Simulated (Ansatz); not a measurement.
Reaction (substitution at a C–C bond): `CC1C=CCC1` + `C[Si]O` → `CO[Si]C` + `C1=CCCC1`

Computed with Ansatz on PBE0-D4/def2-TZVP structures; ΔE is electronic, products minus reactants. CCSD(T)/CBS is the MP2 limit (def2-TZVPP, def2-QZVPP) plus CCSD(T) − MP2 in def2-TZVPP, frozen cores. This one scheme is used for every species. DFT in def2-TZVPP. B3LYP here is the variant with VWN-RPA as its local correlation; programs differ in this. HSE06 is defined as in plane-wave codes. Each species was taken in one conformer, which may not be the lowest.

| level | ΔE (kJ/mol) | difference from CCSD(T)/CBS |
| --- | --- | --- |
| LDA (SPW92) | 55.9 | -5.7 |
| PBE-D4 | 53.6 | -8.0 |
| revPBE-D4 | 54.6 | -7.0 |
| BLYP-D4 | 48.0 | -13.6 |
| r2SCAN-D4 | 55.2 | -6.4 |
| B97M-V | 55.8 | -5.8 |
| PBE0-D4 | 56.4 | -5.2 |
| B3LYP-D4 | 50.3 | -11.3 |
| r2SCAN0-D4 | 57.4 | -4.2 |
| HSE06-D4 | 56.2 | -5.4 |
| BHLYP-D4 | 51.7 | -9.9 |
| CAM-B3LYP-D4 | 51.6 | -10.0 |
| ωB97X-V | 54.9 | -6.7 |
| ωB97M-V | 58.0 | -3.6 |
| B2PLYP | 53.8 | -7.8 |
| revPBE | 50.1 | -11.5 |
| BLYP | 44.4 | -17.2 |
| PBE0 | 54.8 | -6.8 |
| B3LYP | 47.7 | -13.9 |
| r2SCANh | 55.5 | -6.1 |
| r2SCAN0 | 56.7 | -4.9 |
| HSE06 | 54.7 | -6.9 |
| BHLYP | 50.0 | -11.6 |
| LC-ωPBE | 56.1 | -5.5 |
| RPA@PBE/def2-TZVPP | 55.8 | -5.8 |
| HF/def2-SVP | 42.1 | -19.5 |
| MP2/def2-SVP | 61.5 | -0.1 |
| CCSD/def2-SVP | 53.8 | -7.8 |
| CCSD(T)/def2-SVP | 54.4 | -7.2 |
| HF/def2-TZVPP | 47.6 | -14.0 |
| MP2/def2-TZVPP | 66.2 | 4.6 |
| SCS-MP2/def2-TZVPP | 60.3 | -1.3 |
| CCSD/def2-TZVPP | 59.0 | -2.6 |
| CCSD(T)/def2-TZVPP | 59.8 | -1.8 |
| HF/def2-QZVPP | 47.2 | -14.4 |
| MP2/def2-QZVPP | 67.1 | 5.5 |
| SCS-MP2/def2-QZVPP | 61.3 | -0.3 |
| HF/CBS(def2) | 47.1 | -14.5 |
| MP2/CBS(def2) | 68.0 | 6.4 |
| CCSD/CBS(def2) | 60.8 | -0.8 |
| CCSD(T)/CBS | 61.6 | 0 |

Largest T1 diagnostic among the species: 0.014.

In def2-TZVPP, CCSD(T) changes the Hartree–Fock value by +12.2 kJ/mol (the triples alone add +0.8 kJ/mol) and MP2 by +18.6 kJ/mol. From PBE to PBE0 (25 % exact exchange), in def2-TZVPP and without D4, ΔE moves by +3.0 kJ/mol. Leaving LDA and LC-ωPBE aside and taking each functional with its dispersion term where it has one, the values, not all of them listed here, spread over 12.5 kJ/mol, from BLYP-D4 to PBE-QIDH. LDA lies +4.1 kJ/mol from PBE without D4.
